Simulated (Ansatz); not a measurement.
Stepwise reaction of `[O]=[W]([F])([F])([F])[Cl]` with hydrogen chloride, as a gas-phase model of exchange steps in deposition or etching. ΔE in kJ/mol; ΔG adds harmonic PBE0-D4 terms to CCSD(T)/CBS, at 1 bar.

Gas-phase electronic energies from Ansatz, PBE0-D4/def2-TZVP geometries. CCSD(T)/CBS is the MP2 limit (def2-TZVPP, def2-QZVPP) plus CCSD(T) − MP2 in def2-TZVPP, frozen cores. This one scheme is used for every species. Functionals use def2-TZVPP. B3LYP here is the variant with VWN-RPA as its local correlation; programs differ in this. def2 core potentials past Kr. For W outer-core shells are correlated without core-valence functions, which leaves a few kJ/mol of doubt a bond.

| step | reaction | PBE-D4 | B3LYP-D4 | ωB97M-V | CCSD(T)/CBS | ΔG(600 K) |
| --- | --- | --- | --- | --- | --- | --- |
| 1 | `[O]=[W]([F])([F])([F])[Cl]` + HCl → `[O]=[W]([F])([F])([Cl])[Cl]` + H–F | 20.8 | 24.8 | 28.5 | 15.0 | 20.6 |
| 2 | `[O]=[W]([F])([F])([Cl])[Cl]` + HCl → `[O]=[W]([F])([Cl])([Cl])[Cl]` + H–F | 17.7 | 20.7 | 25.1 | 10.4 | 16.0 |
| 3 | `[O]=[W]([F])([Cl])([Cl])[Cl]` + HCl → `[O]=[W]([Cl])([Cl])([Cl])[Cl]` + H–F | 17.3 | 20.4 | 25.3 | 8.6 | 21.2 |

(1) By hand: ΔE of the 3 steps together at CCSD(T)/CBS.

Results:

(1) (15.0) + (10.4) + (8.6) = 34.0 kJ/mol, or 11.3 kJ/mol a step.

In ΔE step 3 is the lowest and step 1 the highest. All are uphill at CCSD(T)/CBS. ΔG lies between 16.0 and 21.2 kJ/mol a step. PBE-D4 differs from CCSD(T)/CBS by 5.8 to 8.7 kJ/mol a step. Isolated molecules leave out the surface, adducts and barriers. Largest T1 diagnostic: 0.021.
